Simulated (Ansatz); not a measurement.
GaH₄ISSi (`S[SiH2][GaH][I]`), relaxed with RKS PBE0-D4/def2-TZVP in the Gaussian-basis code of Ansatz from a GFN2-xTB geometry. The force threshold is 0.005 eV/Å; the program also tests the step.

The species carries charge 0 and has multiplicity 1. I takes the def2 core potential.

Start:

```xyz
8

S     1.973    1.026   -0.368
Si    0.643   -0.009    0.989
Ga   -1.228   -0.736   -0.377
I    -1.953    0.359   -2.537
H     1.033    1.522   -1.173
H     1.470   -1.101    1.508
H     0.263    0.929    2.060
H    -2.200   -1.991   -0.102
```

```
step  energy (eV)  largest force (eV/Å)  largest move (Å)
   1  -79246.5529                 1.182             0.000
   2  -79246.6642                 0.363             0.195
   3  -79246.6788                 0.176             0.078
   4  -79246.6855                 0.070             0.058
   5  -79246.6875                 0.061             0.022
   6  -79246.6902                 0.061             0.063
   7  -79246.6906                 0.021             0.018
   8  -79246.6909                 0.011             0.035
   9  -79246.6912                 0.025             0.056
  10  -79246.6913                 0.015             0.022
  11  -79246.6914                 0.015             0.031
  12  -79246.6915                 0.021             0.019
  13  -79246.6915                 0.017             0.015
  14  -79246.6915                 0.013             0.002
  15  -79246.6915                 0.001             0.001
```

End:

```xyz
8

S     1.985    0.940   -0.472
Si    0.641    0.027    0.917
Ga   -1.228   -0.853   -0.316
I    -1.825    0.633   -2.253
H     1.000    1.421   -1.255
H     1.421   -1.029    1.612
H     0.142    0.980    1.949
H    -2.136   -2.119   -0.181
```

Run time 49 s (4 threads of an Intel Xeon 6975P-C on a shared host); peak host memory 0.72 GiB.
